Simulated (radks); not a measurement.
Q: Excited configurations of the chromium ion Cr9+: one electron is placed in a higher orbital outside [Ne] 3s2 3p2. The ground configuration is [Ne] 3s2 3p3. Method: scalar-relativistic Kohn-Sham, PBE, spin-polarised, spherical densities, finite nucleus; open shells are filled with parallel spins first; Fermi nuclear charge, rms radius 3.6452 fm; computed with a radial shooting solver on a logarithmic mesh with Libxc functionals. Excitation = E - E(ground); binding = E(ion) - E, where the ion is the core of charge +10; n* = 10/sqrt(2 binding) in atomic units. These energies are relativistic, and a one-electron ion of charge +10 with no core already has n* below n in this formula (scalar-relativistic equation, point nucleus: 4d 3.999, 4f 4.000, 5s 4.998, 5f 5.000, 6f 6.000, 7p 6.999, 7d 6.999, 7f 7.000). The quantum defect is therefore taken as that value minus n*, so that it holds no relativistic shift of the bare ion.

| outer orbital | excitation (eV) | binding (eV) | n* | quantum defect | eigenvalue (eV) | <r> (bohr) |
|---|---|---|---|---|---|---|
| 4d | 142.08 | 100.80 | 3.674 | 0.325 | -95.081 | 1.754 |
| 4f | 152.23 | 90.644 | 3.874 | 0.125 | -84.158 | 1.632 |
| 5f | 184.52 | 58.350 | 4.829 | 0.171 | -55.240 | 2.928 |
| 6f | 202.47 | 40.409 | 5.803 | 0.197 | -38.531 | 4.507 |
| 7p | 209.36 | 33.516 | 6.371 | 0.627 | -32.200 | 6.074 |
| 7d | 211.75 | 31.120 | 6.612 | 0.387 | -29.856 | 6.347 |
| 7f | 213.25 | 29.622 | 6.777 | 0.222 | -28.334 | 6.373 |

Estimate the row for 5s.

A: excitation (eV) 167.59; binding (eV) 75.284; n* 4.251; quantum defect 0.747; eigenvalue (eV) -72.030; <r> (bohr) 2.754. The Delta-SCF ionisation energy is 242.87 eV (NIST Atomic Spectra Database: 244.5 eV, semi-empirical). Self-interaction in the functional shifts the binding energies and quantum defects, so they are the method's values and not measured ones. Open shells are spherical and high-spin; term and fine-structure splittings are not resolved.
